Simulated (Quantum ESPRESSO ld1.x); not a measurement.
Species: Eu III. Configuration: [Xe] 4f7.

All-electron calculation, scalar-relativistic Kohn-Sham, LDA (Slater exchange, Perdew-Wang correlation), spin-polarised, spherical densities, point nucleus; open shells are filled with parallel spins first. Program: ld1.x of Quantum ESPRESSO 7.5.

Energy parts (eV):
total: -294871.5
kinetic: 315853.6
electron-nucleus: -718177.8
Hartree: 113838.2
exchange-correlation: -6385.5

Orbitals (lengths in bohr, moments of r in powers of bohr; r(90%) holds 90 % of the orbital's charge):
[
 {"orbital": "1s up", "occ.": "1", "eigenvalue (eV)": "-48337.6", "<r^2>": "0.0006801", "<r>": "0.02233", "r(90%)": "0.0404"},
 {"orbital": "1s down", "occ.": "1", "eigenvalue (eV)": "-48337.6", "<r^2>": "0.0006801", "<r>": "0.02233", "r(90%)": "0.0404"},
 {"orbital": "2s up", "occ.": "1", "eigenvalue (eV)": "-7949.07", "<r^2>": "0.01069", "<r>": "0.09518", "r(90%)": "0.147"},
 {"orbital": "2s down", "occ.": "1", "eigenvalue (eV)": "-7948.98", "<r^2>": "0.01069", "<r>": "0.09517", "r(90%)": "0.147"},
 {"orbital": "2p up", "occ.": "3", "eigenvalue (eV)": "-7086.75", "<r^2>": "0.008596", "<r>": "0.08392", "r(90%)": "0.137"},
 {"orbital": "2p down", "occ.": "3", "eigenvalue (eV)": "-7086.69", "<r^2>": "0.008596", "<r>": "0.08392", "r(90%)": "0.137"},
 {"orbital": "3s up", "occ.": "1", "eigenvalue (eV)": "-1759.26", "<r^2>": "0.07137", "<r>": "0.2499", "r(90%)": "0.367"},
 {"orbital": "3s down", "occ.": "1", "eigenvalue (eV)": "-1756.88", "<r^2>": "0.07126", "<r>": "0.2497", "r(90%)": "0.366"},
 {"orbital": "3p up", "occ.": "3", "eigenvalue (eV)": "-1490.90", "<r^2>": "0.07147", "<r>": "0.2483", "r(90%)": "0.372"},
 {"orbital": "3p down", "occ.": "3", "eigenvalue (eV)": "-1488.54", "<r^2>": "0.07134", "<r>": "0.2481", "r(90%)": "0.371"},
 {"orbital": "3d up", "occ.": "5", "eigenvalue (eV)": "-1131.11", "<r^2>": "0.06015", "<r>": "0.2262", "r(90%)": "0.353"},
 {"orbital": "3d down", "occ.": "5", "eigenvalue (eV)": "-1129.26", "<r^2>": "0.05999", "<r>": "0.2259", "r(90%)": "0.352"},
 {"orbital": "4s up", "occ.": "1", "eigenvalue (eV)": "-361.072", "<r^2>": "0.3624", "<r>": "0.5666", "r(90%)": "0.814"},
 {"orbital": "4s down", "occ.": "1", "eigenvalue (eV)": "-355.576", "<r^2>": "0.3624", "<r>": "0.5665", "r(90%)": "0.814"},
 {"orbital": "4p up", "occ.": "3", "eigenvalue (eV)": "-272.772", "<r^2>": "0.4097", "<r>": "0.6000", "r(90%)": "0.873"},
 {"orbital": "4p down", "occ.": "3", "eigenvalue (eV)": "-267.309", "<r^2>": "0.4099", "<r>": "0.6002", "r(90%)": "0.874"},
 {"orbital": "4d up", "occ.": "5", "eigenvalue (eV)": "-149.747", "<r^2>": "0.4979", "<r>": "0.6548", "r(90%)": "0.985"},
 {"orbital": "4d down", "occ.": "5", "eigenvalue (eV)": "-144.366", "<r^2>": "0.4999", "<r>": "0.6559", "r(90%)": "0.988"},
 {"orbital": "4f up", "occ.": "7", "eigenvalue (eV)": "-17.8609", "<r^2>": "1.172", "<r>": "0.9362", "r(90%)": "1.63"},
 {"orbital": "4f down", "occ.": "0", "eigenvalue (eV)": "-13.2731", "<r^2>": "1.454", "<r>": "1.018", "r(90%)": "1.84"},
 {"orbital": "5s up", "occ.": "1", "eigenvalue (eV)": "-59.4944", "<r^2>": "2.114", "<r>": "1.371", "r(90%)": "1.98"},
 {"orbital": "5s down", "occ.": "1", "eigenvalue (eV)": "-56.5028", "<r^2>": "2.185", "<r>": "1.393", "r(90%)": "2.01"},
 {"orbital": "5p up", "occ.": "3", "eigenvalue (eV)": "-38.2551", "<r^2>": "2.921", "<r>": "1.604", "r(90%)": "2.35"},
 {"orbital": "5p down", "occ.": "3", "eigenvalue (eV)": "-35.9885", "<r^2>": "3.065", "<r>": "1.643", "r(90%)": "2.42"}
]

The highest occupied level is 4f up at -17.861 eV. Summed over all electrons, <r^2> = 39.88 bohr^2, which gives a Langevin (diamagnetic) susceptibility term of -31.6 x 10^-6 cm^3/mol.
